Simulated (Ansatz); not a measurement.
A geometry optimisation of AsGeH2+ with PBE0-D3(BJ)/pcseg-1

The starting geometry of this gas-phase singlet was optimised with GFN2-xTB.

```xyz
4

As   -0.5737    1.2682   -0.7715
Ge   -0.7221   -0.7244    0.2344
H     0.8943    0.8936   -0.8865
H    -0.8914   -2.1467    0.9671
```

**Question.** Predict what becomes of its bonds when it is optimised with PBE0-D3(BJ)/pcseg-1.

**Answer.** It keeps its bonds.

The energy falls by 0.12 eV over 9 steps:

```
step  E − E(last) (eV)
   1             0.116
   2             0.037
   3             0.028
   4             0.019
   5             0.005
   6             0.000
   7             0.000
   8             0.000
   9             0.000
```

Final geometry (Å):

| atom | x (Å) | y (Å) | z (Å) |
| --- | --- | --- | --- |
| As | -0.6123 | 1.3440 | -0.8012 |
| Ge | -0.7945 | -0.5881 | 0.1830 |
| H | 0.7466 | 0.5024 | -0.6646 |
| H | -0.6327 | -1.9677 | 0.8264 |

Frequencies at the end are all real (lowest 288 cm⁻¹). Run with Ansatz 0.2.0, 8.7 s on 1 thread of Intel(R) Xeon(R) 6975P-C (Granite Rapids), with other jobs on the host.
